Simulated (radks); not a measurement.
The nuclear charge of the osmium ion Os+ is varied continuously with 75 electrons held in [Xe] 4f14 5d6 6s1. Calculated with a radial shooting solver on a logarithmic mesh with Libxc functionals: Dirac Kohn-Sham, PBE, spin-unpolarised, spherical densities, point nucleus; open shells fill j = l - 1/2 first. By the Hellmann-Feynman theorem dE/dZ = E(electron-nucleus)/Z, the electronic potential at the nucleus.

Z     E (hartree)  E(electron-nucleus)/Z (hartree)   HOMO  e(HOMO) (eV)  <r> HOMO (bohr)
75.6  -17054.5941                         -564.868  5d5/2        -9.169            1.891
75.8  -17167.8033                         -567.224  5d5/2       -11.290            1.839
76    -17281.4838                         -569.582  6s1/2       -13.064            2.789
76.2  -17395.6362                         -571.942  6s1/2       -14.858            2.726
76.4  -17510.2610                         -574.306  6s1/2       -16.718            2.666
76.6  -17625.3587                         -576.672  6s1/2       -18.643            2.611
76.8  -17740.9300                         -579.042  6s1/2       -20.630            2.558
77    -17856.9757                         -581.415  6s1/2       -22.678            2.509

The central difference of E at Z = 76 is -569.582 hartree, to compare with the third column; the second derivative is -11.8 hartree.
